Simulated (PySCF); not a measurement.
Species: C2H8Si3.
Bonds: C1–C2 (triple), C2–Si3, Si3–Si4, Si4–Si5. Hydrogens: H6 on C1; H7, H8 on Si3; H9, H10 on Si4; H11, H12, H13 on Si5.

Computed by this run: PBE0-D3(BJ)/def2-SVP geometry optimisation, gas phase in PySCF; density fitting, grid level 1; the optimiser is geomeTRIC in internal coordinates, started from a GFN2-xTB structure with every atom displaced at random (about 0.01 Å).

Step 0: E = -25813.4872 eV
```
atom  x, y, z in Å  |  force x, y, z in eV/Å
C1      2.6127    1.5565   -0.5120    0.892   2.222  -0.966
C2      2.1205    0.5607   -0.0768   -1.295  -2.376   1.091
Si3     1.3439   -0.9661    0.6301    1.434   0.563  -0.269
Si4    -0.8095   -0.5056    1.1948   -1.025  -0.173   0.541
Si5    -2.1967    0.2325   -0.5334   -0.243   0.225   0.455
H6      3.0059    2.4711   -0.9088    0.145   0.083  -0.049
H7      2.2564   -1.3580    1.7476   -0.268  -0.067   0.210
H8      1.5098   -1.9939   -0.4036   -0.215  -0.459  -0.347
H9     -1.4264   -1.7172    1.8192   -0.002  -0.216  -0.145
H10    -0.8615    0.4522    2.3240    0.161   0.389   0.102
H11    -1.6834    1.4742   -1.0989    0.371   0.617  -0.250
H12    -2.2596   -0.7441   -1.6004    0.046  -0.716  -0.654
H13    -3.6063    0.5208   -0.1351    0.000  -0.091   0.281
```

**Question.** Estimate the geometry and energy of step 1. (The exact step hangs on the optimiser's Hessian estimate; all steps are aligned on step 0, rigid shifts and turns removed.)

**Answer.** E = -25813.6897 eV, largest force 0.303 eV/Å
```
atom  x, y, z in Å  |  force x, y, z in eV/Å
C1      2.5535    1.6120   -0.5546   -0.168  -0.118   0.067
C2      2.0690    0.5899   -0.1024    0.176  -0.023   0.002
Si3     1.3649   -0.9543    0.5941   -0.273   0.028   0.129
Si4    -0.8469   -0.5266    1.2631    0.110   0.029  -0.092
Si5    -2.1153    0.2427   -0.5482   -0.057  -0.034   0.037
H6      2.9631    2.5211   -0.9526    0.049   0.066  -0.037
H7      2.1185   -1.3942    1.8037    0.178   0.008  -0.048
H8      1.3895   -2.0331   -0.4367    0.041  -0.002  -0.022
H9     -1.4504   -1.7771    1.8185   -0.023  -0.060  -0.022
H10    -0.8362    0.4923    2.3577    0.010   0.053  -0.002
H11    -1.5519    1.5098   -1.1053    0.010  -0.005   0.034
H12    -2.1466   -0.7873   -1.6357   -0.004   0.024   0.053
H13    -3.5054    0.4881   -0.0551   -0.050   0.033  -0.098
```

The energy changes by -0.2025 eV. The first-order estimate −F·Δx gives -0.4823 eV and the mean of the old and new forces, exact on a quadratic surface, -0.2038 eV. The step makes an angle of 74° with the force vector and moves no atom by more than 0.153 Å.

What follows is the cost of the whole optimisation. On one thread, Arm Neoverse V2 (aarch64), shared host with 32 logical CPUs at a one-minute load of 28, this took 40 s wall and 0.52 GiB of memory at its peak.
